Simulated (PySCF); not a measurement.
**Computed properties of SiHFCl₂, SMILES F[SiH](Cl)Cl**

SiHFCl2, SMILES F[SiH](Cl)Cl. Coordinates come from a ωB97X-D3(BJ)/def2-SVP optimisation. Other conformers were not sampled. All values are computed for the isolated molecule unless a solvent is named; none is compared with measurement here.

**Structure.** The optimised structure has Cs symmetry. All 9 harmonic modes at ωB97X-D3(BJ)/def2-SVP (PySCF) are real, so it is a minimum. With heavy atoms numbered as in [SiH:1]([F:2])([Cl:3])[Cl:4], the shortest bond between them is Si1–F2 at 1.611 Å and the longest Si1–Cl3 at 2.034 Å.

**Vibrations.** The strongest infrared lines (harmonic, unscaled, degenerate partners summed) lie at 832 cm⁻¹ (226 km/mol, H 88 %, Si 11 %), 946 cm⁻¹ (201 km/mol, F 48 %, Si 45 %), 635 cm⁻¹ (149 km/mol, Si 55 %, Cl 37 %). The softest mode is at 182 cm⁻¹ and the zero-point energy is 9.9 kcal/mol.

**Electronic structure.** B3LYP/def2-TZVPD (PySCF) places the frontier levels at -9.40 and -0.45 eV, a gap of 8.95 eV, and gives a dipole moment of 1.16 D and a mean polarisability of 52.5 bohr³.

**Excitations.** TDA-PBE0/def2-SVPD (PySCF) has S1 at 8.21 eV (151 nm, f = 0.035, weak); the most intense of the 10 singlets computed lies at 8.39 eV (f = 0.05). T1 (TDA) is at 7.59 eV, 0.62 eV under S1. No vertical singlet excitation falls in the visible range (under 3.1 eV).

**NMR.** GIAO shifts at PBE0/pcSseg-2 (PySCF) (non-relativistic, atoms alike by connectivity averaged): ¹H at 6.1 ppm against TMS; ²⁹Si at -8.9 ppm against TMS; ¹⁹F at -125.6 ppm against CFCl3. Without spin–orbit terms, shifts of atoms bonded to Cl or Br come out too high.
